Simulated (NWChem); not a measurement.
# A calculation on H₃FTi

```xyz
5

Ti     0.3987    -0.0796     0.0000
F     -1.2917     0.2579     0.0000
H      1.1066     0.5896     1.3768
H      1.1066     0.5896    -1.3768
H      0.6398    -1.7489     0.0000
```
Charge 0, spin multiplicity 1.

Program: NWChem. Structure: optimised with B3LYP/def2-SVP, a minimum by its harmonic frequencies.

Symmetry labels belong to the abelian group Cs used in the runs, with the axes of the coordinates shown; states degenerate in a higher group split over its labels.

B3LYP has NWChem's definition, with VWN1-RPA local correlation. The structure started from a generated list of species.

Task: List the lowest 6 singlet excitations that TD-B3LYP/def2-SVPD, VWN1-RPA local correlation gives, with oscillator strengths.

Result: 
| state | symmetry | energy (eV) | wavelength (nm) | f |
|---|---|---|---|---|
| 1 | a" | 3.35 | 371 | 0.000 |
| 2 | a' | 3.51 | 354 | 0.000 |
| 3 | a" | 3.51 | 354 | 0.000 |
| 4 | a' | 3.83 | 324 | 0.004 |
| 5 | a' | 4.40 | 282 | 0.005 |
| 6 | a" | 4.40 | 282 | 0.005 |
